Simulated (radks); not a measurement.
All-electron atom: C4+ in [He].

All-electron calculation, Dirac Kohn-Sham, PBEsol, spin-unpolarised, spherical densities, finite nucleus; Fermi nuclear charge, rms radius 2.4702 fm. Program: a radial shooting solver on a logarithmic mesh with Libxc functionals.

Energy parts (Ry):
total: -64.44152
kinetic: 64.38515
electron-nucleus: -136.15420
Hartree: 14.04008
exchange-correlation: -6.71255

Orbitals (lengths in bohr, moments of r in powers of bohr; r(90%) holds 90 % of the orbital's charge):
orbital,occ.,eigenvalue (Ry),<r^2>,<1/r>,<r^4>,r(90%)
1s1/2,2,-26.17878,0.09730,5.673,0.02463,0.481

The highest occupied level is 1s1/2 at -356.18 eV. For comparison, the ionisation energy in NIST's Atomic Spectra Database is 392.09 eV (theoretical). In exact Kohn-Sham theory the highest level is minus the ionisation energy, but local and semilocal functionals leave it too shallow, through self-interaction and a potential that decays too fast; potentials with the right tail come closer.
